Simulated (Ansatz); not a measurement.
The cluster V4O3, relaxed as a singlet with RKS PBE-D4/def2-SVP in Ansatz, starting from the GFN1-xTB geometry. Force threshold 0.02 eV/Å.

The restricted singlet is unstable towards broken spin symmetry at other levels; at PBE-D4/def2-SVP this wasn't settled. The relaxation made no stability test and no search for a lower SCF solution. No other spin state of charge 0 was run. Another isomer (singlet) lies 0.04 eV lower at PBE-D4/def2-TZVP; other spin states weren't run for this one.

Start:

```xyz
7

V     0.2397    1.4243   -2.2356
V    -0.3576   -2.5199   -0.8204
V     1.0009   -0.7286    1.3689
V    -0.9321    1.4670    0.7186
O     0.0161    0.5678    1.7662
O     0.8578   -1.8449    0.1396
O    -0.8249    1.6343   -0.9372
```

```
step   energy (eV)  largest force component (eV/Å)  SCF passes
   1  -108838.8473                           2.703         203
   2  -108839.5618                           1.849         129
   3  -108840.3016                           2.163         341
   4  -108841.0183                           2.939          88
   5  -108842.1956                           3.345          85
   6  -108843.8768                           3.447          83
   7  -108845.8185                           3.063          72
   8  -108847.3674                           2.783          60
   9  -108848.3806                           1.559          48
  10  -108848.7922                           0.705          53
  11  -108849.0830                           0.716          55
  12  -108849.1501                           0.627          45
  13  -108849.1840                           0.470          41
  14  -108849.1994                           0.144          38
  15  -108849.2639                           0.313          46
  16  -108849.2723                           0.287          41
  17  -108849.2878                           0.113          39
  18  -108849.2911                           0.059          30
  19  -108849.2919                           0.028          31
  20  -108849.2919                           0.004          21
```

Force components are those of the run's own axes.

End:

```csv
atom,x (Å),y (Å),z (Å)
V1,0.458,0.556,-1.458
V2,-0.539,-1.310,-0.797
V3,1.090,-0.246,0.625
V4,-1.053,0.596,0.420
O5,0.066,0.616,1.842
O6,0.758,-1.957,0.276
O7,-0.781,1.746,-0.908
```

Bonds formed: V1–V2, V1–V3, V2–V4 (atoms count from 1).

No frequencies were taken in this run, so the end may be a saddle point.

Hardware: 4 threads of Arm Neoverse V2 on a shared host. Wall time 79 s.
